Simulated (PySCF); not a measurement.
Species: C5H8OSSi.
Atom-mapped SMILES: `[CH2:1]=[C:2]1[CH:3]=[C:4]([S:5][CH3:6])[O:7][SiH2:8]1`

Structure used (GFN2-xTB), in Å, numbered top down from 1:
```xyz
16
C5H8OSSi angstrom
C     -2.9758    0.8737    0.6667
C     -1.7411    0.4123    0.4543
C     -0.5225    1.1506    0.7147
C      0.5897    0.4613    0.4152
S      2.2237    1.0563    0.6077
C      3.1761   -0.3748    0.0208
O      0.4636   -0.7942   -0.0760
Si    -1.1341   -1.2476   -0.2146
H     -3.1526    1.8625    1.0602
H     -3.8457    0.2773    0.4535
H     -0.5037    2.1506    1.1071
H      2.9571   -1.2334    0.6478
H      2.9142   -0.5807   -1.0123
H      4.2223   -0.0988    0.1024
H     -1.3678   -1.5027   -1.6306
H     -1.3111   -2.4035    0.6557
```

NICS = −σ at a ghost point: NICS(0) at the centroid of the ring atoms, NICS(1) 1 Å to either side along the normal of their mean plane, zz for the tensor component along that normal. Level: GIAO PBE0/pcSseg-1 (PySCF, non-relativistic, gas phase) on the GFN2-xTB geometry, one conformer.

Ring bond lengths (Å), with Mayer bond orders in brackets: C2–C3 1.448 (1.13), C3–C4 1.342 (1.62), C4–O7 1.354 (0.98), O7–Si8 1.667 (0.88), Si8–C2 1.890 (0.88).

Question: Give the NICS values of each ring in ppm.

Answer: 
```
           ring                                                            type  NICS(0)  NICS(1), two faces  NICS(1)zz, two faces  rms pucker (Å)  centre to ring atoms, mean (Å)
C2–C3–C4–O7–Si8  5-membered ring with O and Si; formal bonds 1 double, 4 single     -2.0         -2.4 / -2.4           -1.4 / -1.4            0.00                            1.30
```

Question: What can be read from them?

Answer: 
- C2–C3–C4–O7–Si8: mean NICS(1)zz -1.4 ppm, near zero. Si8 has four or more neighbours; no verdict on aromaticity is drawn.

Question: What field does 1 T along the ring normal induce along that normal at the second NICS(1) probe listed for ring C2–C3–C4–O7–Si8, 1 Å off the ring?

Answer: NICSzz × B0 = -1.4 ppm × 1 T = -1 μT, against the applied field.

Question: List the ring angles and the Hirshfeld charges of the ring atoms.

Answer: 
- C2–C3–C4–O7–Si8: C2 104.0° (-0.103 e), C3 113.3° (-0.117 e), C4 118.7° (+0.057 e), O7 111.8° (-0.193 e), Si8 92.3° (+0.422 e); sum 540.0° against 540° for a flat convex ring.

Question: What are the shieldings of the ring atoms and their hydrogens in the same run (means over atoms taken as equivalent)?

Answer: 
```csv
atoms,environment,σ isotropic (ppm),"principal values of the symmetric part, first atom (ppm)"
C2,fully substituted alkene carbon,36.9,"-63.4, 32.2, 141.8"
C3,alkene CH carbon,75.1,"-14.6, 102.5, 137.3"
C4,vinylic carbon bearing oxygen,14.5,"-74.9, 39.5, 78.9"
O7,silyl ether oxygen,212.4,"138.0, 223.7, 275.6"
Si8,oxygen-bound silicon,361.7,"325.6, 331.3, 428.2"
H11,vinylic hydrogen,25.70,"23.7, 23.9, 29.5"
H15 (×2),Si–H hydrogen,26.42,"22.8, 24.8, 31.7"
```
